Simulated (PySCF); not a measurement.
BCl2 (SMILES Cl[B]Cl), doublet, geometry from GFN2-xTB; CCSD(T)/6-31G* run with PySCF.

PySCF was given this input:
```python
from pyscf import gto, scf, cc

mol = gto.M(
    atom='''
B    -0.01065557    0.71135712   -0.06266828
Cl    1.48570467   -0.08446017   -0.01439496
Cl   -1.48257068   -0.12476251    0.03282680
''',
    basis='6-31g*',
    spin=1,
    verbose=4,
)

mf = scf.UHF(mol)
mf.kernel()

mycc = cc.CCSD(mf, frozen=11)
mycc.kernel()
et = mycc.ccsd_t()
print('E(CCSD(T)) = %.10f' % (mycc.e_tot + et))
```

Task: Write the output that PySCF gives for this input, abridged.

Result: 
```
PySCF version 2.14.0

[INPUT] verbose = 4
[INPUT] num. atoms = 3
[INPUT] num. electrons = 39
[INPUT] charge = 0
[INPUT] spin (= nelec alpha-beta = 2S) = 1
[INPUT] symmetry False subgroup None
[INPUT] Mole.unit = angstrom
[INPUT] Symbol           X                Y                Z      unit          X                Y                Z       unit  Magmom
[INPUT]  1 B     -0.010655570000   0.711357120000  -0.062668280000 AA   -0.020136109001   1.344270133559  -0.118425885898 Bohr   0.0
[INPUT]  2 Cl     1.485704670000  -0.084460170000  -0.014394960000 AA    2.807574928287  -0.159606589734  -0.027202531974 Bohr   0.0
[INPUT]  3 Cl    -1.482570680000  -0.124762510000   0.032826800000 AA   -2.801652545510  -0.235766974513   0.062033661546 Bohr   0.0

nuclear repulsion = 104.568880857461
number of shells = 22
number of NR pGTOs = 129
number of NR cGTOs = 50
basis = 6-31g*
ecp = {}

******** <class 'pyscf.scf.uhf.UHF'> ********
method = UHF
initial guess = minao
damping factor = 0
level_shift factor = 0
DIIS = <class 'pyscf.scf.diis.CDIIS'>
diis_start_cycle = 1
diis_space = 8
diis_damp = 0
SCF conv_tol = 1e-09
SCF conv_tol_grad = None
SCF max_cycles = 50
direct_scf = True
direct_scf_tol = 1e-13
number electrons alpha = 20  beta = 19
Set gradient conv threshold to 3.16228e-05
init E= -944.13114547707

cycle= 1 E= -943.593360031899  delta_E= 0.538  |g|= 0.269  |ddm|= 1.53
cycle= 2 E= -943.645300408405  delta_E= -0.0519  |g|= 0.133  |ddm|= 0.622
cycle= 3 E= -943.6578048145  delta_E= -0.0125  |g|= 0.038  |ddm|= 0.187
cycle= 4 E= -943.660595996764  delta_E= -0.00279  |g|= 0.0105  |ddm|= 0.184
cycle= 5 E= -943.66083916549  delta_E= -0.000243  |g|= 0.00441  |ddm|= 0.053
cycle= 6 E= -943.660882538675  delta_E= -4.34e-05  |g|= 0.00147  |ddm|= 0.0216
cycle= 7 E= -943.66088675332  delta_E= -4.21e-06  |g|= 0.000449  |ddm|= 0.00573
cycle= 8 E= -943.660887148319  delta_E= -3.95e-07  |g|= 9.15e-05  |ddm|= 0.00179
cycle= 9 E= -943.660887164498  delta_E= -1.62e-08  |g|= 2.68e-05  |ddm|= 0.000325
cycle= 10 E= -943.66088716602  delta_E= -1.52e-09  |g|= 9.98e-06  |ddm|= 7.9e-05
cycle= 11 E= -943.660887166255  delta_E= -2.35e-10  |g|= 3.13e-06  |ddm|= 3.39e-05
Extra cycle  E= -943.66088716627  delta_E= -1.5e-11  |g|= 1.77e-06  |ddm|= 6.46e-06
converged SCF energy = -943.66088716627  <S^2> = 0.75414232  2S+1 = 2.004138

******** <class 'pyscf.cc.uccsd.UCCSD'> ********
CC2 = 0
CCSD nocc = (np.int64(9), np.int64(8)), nmo = (39, 39)
frozen orbitals 11
max_cycle = 50
direct = 0
conv_tol = 1e-07
conv_tol_normt = 1e-06
diis_space = 6
diis_start_cycle = 0
diis_start_energy_diff = 1e+09
Init t2, MP2 energy = -0.313657880474317
Init E_corr(UCCSD) = -0.313657880477676
cycle = 1  E_corr(UCCSD) = -0.333627796349725  dE = -0.0199699159  norm(t1,t2) = 0.0706316
cycle = 2  E_corr(UCCSD) = -0.340255299032211  dE = -0.00662750268  norm(t1,t2) = 0.021599
cycle = 3  E_corr(UCCSD) = -0.341537371938608  dE = -0.00128207291  norm(t1,t2) = 0.0131827
cycle = 4  E_corr(UCCSD) = -0.342859290843936  dE = -0.00132191891  norm(t1,t2) = 0.0057031
cycle = 5  E_corr(UCCSD) = -0.342658305123601  dE = 0.00020098572  norm(t1,t2) = 0.00177858
cycle = 6  E_corr(UCCSD) = -0.342677419915758  dE = -1.91147922e-05  norm(t1,t2) = 0.000419979
cycle = 7  E_corr(UCCSD) = -0.342685919230099  dE = -8.49931434e-06  norm(t1,t2) = 0.000168204
cycle = 8  E_corr(UCCSD) = -0.342685656043786  dE = 2.63186313e-07  norm(t1,t2) = 5.36577e-05
cycle = 9  E_corr(UCCSD) = -0.342684871900274  dE = 7.84143512e-07  norm(t1,t2) = 2.00103e-05
cycle = 10  E_corr(UCCSD) = -0.342684652470091  dE = 2.19430183e-07  norm(t1,t2) = 4.53119e-06
cycle = 11  E_corr(UCCSD) = -0.342684696135207  dE = -4.36651159e-08  norm(t1,t2) = 1.84325e-06
cycle = 12  E_corr(UCCSD) = -0.342684675644791  dE = 2.04904157e-08  norm(t1,t2) = 7.95895e-07
UCCSD converged
E(UCCSD) = -944.003571841915  E_corr = -0.3426846756447913
UCCSD(T) correction = -0.0102327666130737
E(CCSD(T)) = -944.0138046085
```
